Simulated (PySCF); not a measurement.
Gas-phase XPS of `C=CO[SiH3]`, computed

C₂H₆OSi.
Atom-mapped SMILES: `[CH2:1]=[CH:2][O:3][SiH3:4]`

Method: delta-SCF UKS SCAN, pcX-2 on the ionised atom, pcseg-1 elsewhere, spin-free X2C (PySCF 2.14.0). Binding energies are ΔSCF values: E(core-ionised, relaxed orbitals) − E(ground state) at a fixed geometry, referred to the vacuum level.

List the computed XPS lines with their assignment.

| atom(s) | bonded to | level | binding energy (eV) | 2p1/2 (eV) | above the level's lowest (eV) | count |
| --- | --- | --- | --- | --- | --- | --- |
| Si4 | O and 3 H | Si 2p3/2 | 107.78 | 108.41 | 0.00 | 1 |
| C1 | C (double bond) and 2 H | C 1s | 290.09 | – | 0.00 | 1 |
| C2 | O, C (double bond) and H | C 1s | 292.33 | – | +2.24 | 1 |
| O3 | C and Si | O 1s | 538.69 | – | 0.00 | 1 |
| Si4 | O and 3 H | Si 1s | 1847.66 | – | 0.00 | 1 |

Lowest listed C 1s: C1, bonded to C (double bond) and 2 H. Highest, 2.24 eV above it: C2, bonded to O, C (double bond) and H. Summing the Pauling electronegativity differences to the bonded atoms, each weighted by its formal bond order, gives -0.70 for the lowest site and +0.54 for the highest.

Give the binding energy of Si 2p3/2 of Si4 in hartree and in kJ/mol.

107.78 eV = 3.9608 Eh = 10399 kJ/mol.

The 2p values add to the ΔSCF energy of one spin-free hole a correction within the shell (spin–orbit coupling, ligand field). 2p1/2 minus 2p3/2 (ligand field included): Si 0.63 eV. Geometry: PBE0-D3(BJ)/def2-SVP, one conformer, isolated molecule.

Conformer computed: `[CH2:1]=[CH:2][O:3][SiH3:4]`: C1–C2–O3–Si4 -2°.
